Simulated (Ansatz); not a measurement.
```yaml
crystal:
  periodic: [true, true, true]
  atoms:
    - {symbol: N, position_ang: [-1.835732, 0.222117, -0.422701]}
    - {symbol: Hf, position_ang: [0.136256, 0.485499, -0.032866]}
    - {symbol: N, position_ang: [0.476545, -0.272782, 1.816156]}
    - {symbol: N, position_ang: [1.155486, -0.678116, -1.343170]}
    - {symbol: Cl, position_ang: [0.778477, 2.779952, -0.189115]}
    - {symbol: H, position_ang: [-2.580786, 0.795442, -0.049760]}
    - {symbol: H, position_ang: [-2.228818, -0.439495, -1.076246]}
    - {symbol: H, position_ang: [1.324096, -0.136367, 2.350891]}
    - {symbol: H, position_ang: [-0.190397, -0.775095, 2.383861]}
    - {symbol: H, position_ang: [1.315014, -0.451145, -2.315765]}
    - {symbol: H, position_ang: [1.649878, -1.530020, -1.121285]}
basis:
  gaussian: {orbitals: def2-SVPD, fitting: {mean_field: cc-pVTZ-jkfit}, nuclear_model: gaussian, point_charges: [{charge: 0.50, position_ang: [4.375, -0.155, -0.356]}]}
magnetization: {spin_polarized: true, initial_magnetization: 2}
hamiltonian: {xc: {name: PBE0}}
correlation: {method: rpa}
```

```sh
$ ansatz run in.yaml --threads 4 --pin off --events-out ev --progress --plain --max-ram 11315MiB
```

Output, abridged:

```
Error: YAML parse error: error: line 2 column 3: crystal: missing field `lattice` (a structure is typed as `lattice` and `atoms`, a molecule's as `atoms` in Å alone, or read from a run's directory, `checkpoint`)
 --> <input>:2:3
1 | crystal:
2 |   periodic: [true, true, true]
3 |   atoms:
4 |     - {symbol: N, position_ang: [-1.835732, 0.222117, -0.422701]}
```

Question: Something in this input is off. What?

Answer: The molecule is marked periodic without a cell. The program refused the input.
